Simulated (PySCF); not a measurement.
# Stationary points of [SiF5]-

All numbers come from PBE/[Si def2-SVPD, F def2-SVPD], no relativity, density fitting, PySCF.

Relaxations began from a few typed shapes. The search is not exhaustive: other isomers or separated fragments can lie lower, and high-lying points may rest on an excited occupation.

Problem. Order these stationary points by electronic energy, lowest first, in kJ/mol from the lowest minimum.
A. singlet D3h: Si–F 1.676 Å (×3), Si–F 1.709 Å (×2); F–Si–F 90.0° (×6), F–Si–F 120.0° (×3), F–Si–F 180.0°
B. singlet C4v: Si–F 1.660 Å, Si–F 1.699 Å (×4); F–Si–F 87.3° (×4), F–Si–F 102.6° (×4), F–Si–F 154.9° (×2)

Solution. A (0.0), B (10.7).

Problem. Which of them are minima?

Solution. By energy in kJ/mol, 0.0: minimum; 10.7: saddle point, 1 imaginary mode.

Counting electrons, silicon keeps none of its valence electrons outside its bonds, so the VSEPR class is AX5 and the expected shape is trigonal bipyramidal (D3h), as computed.

For the lowest minimum: the lowest empty level of this anion is unbound, so it and the gap depend on the basis.
